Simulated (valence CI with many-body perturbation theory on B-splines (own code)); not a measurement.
# Energy levels of Gd23+

Level of theory: configuration interaction combined with many-body perturbation theory (CI+MBPT): five valence electrons over a frozen Dirac-Fock core [Kr], radial functions for each j: 7 s, 7 p, 8 d, 6 f, 4 g, 1 h, with the one-electron correlation potential Σ1, the two-electron term Σ2, the three-electron term Σ3, Breit, model QED; selected CI, second order for the rest, scaled by the run's own slope (own B-spline code, finite nucleus).

No measured levels were compared; by estimate terms of the open shell hold to 2 to 4 % of their energy, and close levels can change places. Among the levels kept, up to 370 cm⁻¹ of a level comes from second order outside the variational space, and about a tenth of that is noise between levels of different J, which matters for small intervals. The list stops below the first excitations out of the core.

Levels 1 to 37 of 37, with energies above the lowest level, (4d3/2^4 4d5/2) J=5/2. "Leading %" is the weight of the configuration and term that name the level; weights of strongly mixed levels are sums over their largest components and can fall short. In the jj column 3d3/2^4 stands for four electrons in 3d with j = 3/2. Lifetimes count E1, E2, E3, M1 and M2 decay at the calculated energies, and are blank where another channel may lead or the interval is too uncertain; long ones can be off by a factor of two.

```csv
No.,Configuration,Term,J,E (eV),Leading %,Lifetime,Leading jj
1,4d⁵,⁶S,5/2,0.000,46,,4d3/2^4 4d5/2 (62 %)
2,4d⁵,⁶S,5/2,5.197,28,439 μs,4d3/2^3 4d5/2^2 (52 %)
3,4d⁵,⁴G,7/2,8.494,44,775 μs,4d3/2^3 4d5/2^2 (95 %)
4,4d⁵,⁴D,3/2,8.818,44,213 μs,4d3/2^3 4d5/2^2 (94 %)
5,4d⁵,⁴G,11/2,9.145,51,,4d3/2^3 4d5/2^2 (91 %)
6,4d⁵,⁴G,9/2,9.984,54,28.3 ms,4d3/2^3 4d5/2^2 (82 %)
7,4d⁵,⁴D,5/2,10.225,37,567 μs,4d3/2^3 4d5/2^2 (67 %)
8,4d⁵,⁴P,1/2,10.853,55,6.07 ms,4d3/2^3 4d5/2^2 (73 %)
9,4d⁵,²F,7/2,12.305,29,2.29 ms,4d3/2^3 4d5/2^2 (81 %)
10,4d⁵,²D,5/2,13.458,37,150 μs,4d3/2^2 4d5/2^3 (56 %)
11,4d⁵,⁴D,7/2,14.779,45,344 μs,4d3/2^2 4d5/2^3 (86 %)
12,4d⁵,²D,3/2,15.119,51,720 μs,4d3/2^3 4d5/2^2 (58 %)
13,4d⁵,²I,11/2,15.223,58,436 μs,4d3/2^2 4d5/2^3 (93 %)
14,4d⁵,²G,9/2,15.892,44,461 μs,4d3/2^2 4d5/2^3 (82 %)
15,4d⁵,⁴D,1/2,16.042,71,249 μs,4d3/2^2 4d5/2^3 (91 %)
16,4d⁵,⁴P,3/2,16.775,52,111 μs,4d3/2^2 4d5/2^3 (90 %)
17,4d⁵,²I,13/2,16.802,99,2.04 ms,4d3/2^2 4d5/2^3 (99 %)
18,4d⁵,²F,5/2,17.380,40,212 μs,4d3/2^2 4d5/2^3 (86 %)
19,4d⁵,²H,9/2,19.121,51,150 μs,4d3/2^2 4d5/2^3 (99 %)
20,4d⁵,²G,7/2,19.583,61,633 μs,4d3/2^2 4d5/2^3 (97 %)
21,4d⁵,⁴F,5/2,19.913,55,160 μs,4d3/2^2 4d5/2^3 (90 %)
22,4d⁵,²D,3/2,20.856,83,392 μs,4d3/2^2 4d5/2^3 (58 %)
23,4d⁵,²F,7/2,21.760,49,230 μs,4d3/2^2 4d5/2^3 (81 %)
24,4d⁵,²S,1/2,21.807,54,162 μs,4d3/2^2 4d5/2^3 (56 %)
25,4d⁵,⁴P,5/2,22.291,34,67.5 μs,4d3/2 4d5/2^4 (80 %)
26,4d⁵,²G,9/2,23.700,60,345 μs,4d3/2^2 4d5/2^3 (74 %)
27,4d⁵,⁴F,7/2,24.540,36,99.7 μs,4d3/2 4d5/2^4 (94 %)
28,4d⁵,²H,11/2,25.357,62,,4d3/2 4d5/2^4 (96 %)
29,4d⁵,²D,3/2,25.866,55,75.8 μs,4d3/2 4d5/2^4 (81 %)
30,4d⁵,²D,5/2,27.389,65,104 μs,4d3/2 4d5/2^4 (68 %)
31,4d⁵,²G,9/2,27.860,79,152 μs,4d3/2 4d5/2^4 (71 %)
32,4d⁵,²P,3/2,28.706,79,264 μs,4d3/2^2 4d5/2^3 (86 %)
33,4d⁵,²D,5/2,28.900,59,131 μs,4d3/2^2 4d5/2^3 (46 %)
34,4d⁵,²G,7/2,29.601,69,136 μs,4d3/2 4d5/2^4 (86 %)
35,4d⁵,²P,1/2,32.656,75,,4d3/2 4d5/2^4 (71 %)
36,4d⁵,²D,5/2,36.134,71,48.5 μs,4d5/2^5 (60 %)
37,4d⁵,²D,3/2,36.565,78,72.7 μs,4d3/2 4d5/2^4 (85 %)
```

The ionisation energy to 4d⁴ ³P0 of the next ion comes out as 762.18 eV (NIST: 761 ± 4 eV (theoretical)). All 37 levels together are meant to be complete up to 93.527 eV.
